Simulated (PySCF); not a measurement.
**Electronic structure of Br (bromine, neutral) at the PBE level**

Configuration: [Ar] 3d10 4s2 4p4 4d1, one real determinant (an excited configuration). Computed with PySCF 2.14 in aug-cc-pVQZ-DK (8s7p5d3f2g, 93 functions), with scalar relativity by spin-free X2C-1e.

| Quantity | Value |
| --- | --- |
| Total energy | -2605.502 hartree |
| One-electron energy | -3616.074 hartree |
| Hartree (Coulomb) energy | 1102.981 hartree |
| Exchange-correlation energy | -92.409 hartree |
| ⟨S²⟩ | 3.7530 |
| ⟨L²⟩ | 8.019 |
| Sum of ⟨r⟩ | 27.13 bohr |
| Sum of ⟨r²⟩ | 50.33 bohr² |
| Traceless quadrupole moment −½Σ⟨3z² − r²⟩ along its main axis | 3.37 e·bohr² |
| Langevin diamagnetic susceptibility | -39.9 ×10⁻⁶ cm³/mol |

```json
{"shell": "1s α", "electrons": "1", "mean orbital energy (eV)": "-13308.3", "spread (eV)": "0", "rms radius, mean of both spins (bohr)": "0.0492"}
{"shell": "1s β", "electrons": "1", "mean orbital energy (eV)": "-13308.2", "spread (eV)": "0", "rms radius, mean of both spins (bohr)": "0.0492"}
{"shell": "2s α", "electrons": "1", "mean orbital energy (eV)": "-1737.2", "spread (eV)": "0", "rms radius, mean of both spins (bohr)": "0.205"}
{"shell": "2s β", "electrons": "1", "mean orbital energy (eV)": "-1737.1", "spread (eV)": "0", "rms radius, mean of both spins (bohr)": "0.205"}
{"shell": "2p α", "electrons": "3", "mean orbital energy (eV)": "-1533.3", "spread (eV)": "0.209", "rms radius, mean of both spins (bohr)": "0.183"}
{"shell": "2p β", "electrons": "3", "mean orbital energy (eV)": "-1533.2", "spread (eV)": "0.110", "rms radius, mean of both spins (bohr)": "0.183"}
{"shell": "3s α", "electrons": "1", "mean orbital energy (eV)": "-242.38", "spread (eV)": "0", "rms radius, mean of both spins (bohr)": "0.591"}
{"shell": "3s β", "electrons": "1", "mean orbital energy (eV)": "-242.21", "spread (eV)": "0", "rms radius, mean of both spins (bohr)": "0.591"}
{"shell": "3p α", "electrons": "3", "mean orbital energy (eV)": "-177.90", "spread (eV)": "0.570", "rms radius, mean of both spins (bohr)": "0.610"}
{"shell": "3p β", "electrons": "3", "mean orbital energy (eV)": "-177.70", "spread (eV)": "0.397", "rms radius, mean of both spins (bohr)": "0.610"}
{"shell": "3d α", "electrons": "5", "mean orbital energy (eV)": "-71.253", "spread (eV)": "0.576", "rms radius, mean of both spins (bohr)": "0.656"}
{"shell": "3d β", "electrons": "5", "mean orbital energy (eV)": "-70.997", "spread (eV)": "0.380", "rms radius, mean of both spins (bohr)": "0.656"}
{"shell": "4s α", "electrons": "1", "mean orbital energy (eV)": "-24.227", "spread (eV)": "0", "rms radius, mean of both spins (bohr)": "1.76"}
{"shell": "4s β", "electrons": "1", "mean orbital energy (eV)": "-22.176", "spread (eV)": "0", "rms radius, mean of both spins (bohr)": "1.76"}
{"shell": "4p α", "electrons": "3", "mean orbital energy (eV)": "-11.460", "spread (eV)": "1.185", "rms radius, mean of both spins (bohr)": "2.16"}
{"shell": "4p β", "electrons": "1", "mean orbital energy (eV)": "-9.852", "spread (eV)": "0", "rms radius, mean of both spins (bohr)": "2.16"}
{"shell": "4d α", "electrons": "1", "mean orbital energy (eV)": "0.698", "spread (eV)": "0", "rms radius, mean of both spins (bohr)": "4.23"}
```

⟨L²⟩ = 8.02 against 12 for a pure F term, so this real determinant mixes terms. The outer electron is Rydberg-like, and this basis confines it to a smaller radius and binds it less than a complete one would. At PBE the highest occupied level has a positive energy, so only the finite basis holds that electron; for this excited configuration the basis is too tight for the outer shell.

Densities and radii are taken from the X2C orbitals without a picture-change correction, which distorts them close to the nucleus.
